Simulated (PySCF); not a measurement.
Gas-phase reaction: GaCl3 + Ga2H6 = 3 GaH2Cl

Energies from PySCF, thermal terms from the rigid-rotor harmonic-oscillator model, ideal gas at 1 bar. † marks an energy on the PBE0/def2-TZVP geometry and frequencies; other levels use their own. MP2 freezes the core. All species are closed-shell singlets. B3LYP is the form with VWN-RPA correlation. Ga: all electrons, no relativistic terms. Ga2H6, GaH2Cl: computed as isolated molecules; such fragments, hydroxides, amides, oligomers or adducts are transient or little studied in the gas. MP2 isn't extrapolated to the basis-set limit; its ΔH°(298 K) is 71.8 kJ in def2-SVP and 79.2 kJ in def2-TZVPP. The harmonic model lacks anharmonicity and excited electronic states, which grow with temperature; levels with a mode under 35 cm⁻¹ are left out.

| level | ΔE electronic, kJ | ΔH°(298 K), kJ | ΔS°(298 K), J/K | ΔG°(1000 K), kJ |
|---|---|---|---|---|
| B3LYP/def2-TZVP† | 50 | 42 | 171 | -124 |
| HF/def2-TZVP† | 28 | 20 | 171 | -146 |
| M06-2X/def2-TZVP† | 82 | 73 | 171 | -93 |
| MP2/def2-SVP† | 80 | 72 | 171 | -95 |
| PBE0/def2-SVP† | 78 | 70 | 171 | -97 |
| PBE0/def2-TZVP | 76 | 68 | 171 | -98 |
| r2SCAN/def2-TZVP† | 88 | 80 | 171 | -86 |
| ωB97X-V/def2-TZVP† | 74 | 65 | 171 | -101 |
ΔH° is lowest at HF/def2-TZVP† and highest at r2SCAN/def2-TZVP†. No reference value is set beside these.
